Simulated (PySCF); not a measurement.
**Correlation energy of Fe (iron, neutral)**

[Ar] 3d6 4s2, high-spin 5D determinant. All numbers are calculated (PySCF 2.14, scalar relativity by spin-free X2C-1e, in x2c-SVPall (5s3p3d1f, 36 functions)). Frozen: [Ar]; 8 electrons correlated.

MP2 pair energies summed by pair of shells (mhartree):

| pair | energy | share (%) |
| --- | --- | --- |
| 3d-3d | -79.89 | 70.4 |
| 4s-4s | -19.45 | 17.1 |
| 3d-4s | -14.11 | 12.4 |

Total MP2 correlation energy: -113.45 mhartree.

Same-spin part -51.96 and opposite-spin part -61.49 mhartree; SCS-MP2 scales them by 1/3 and 6/5 to -91.11 mhartree.
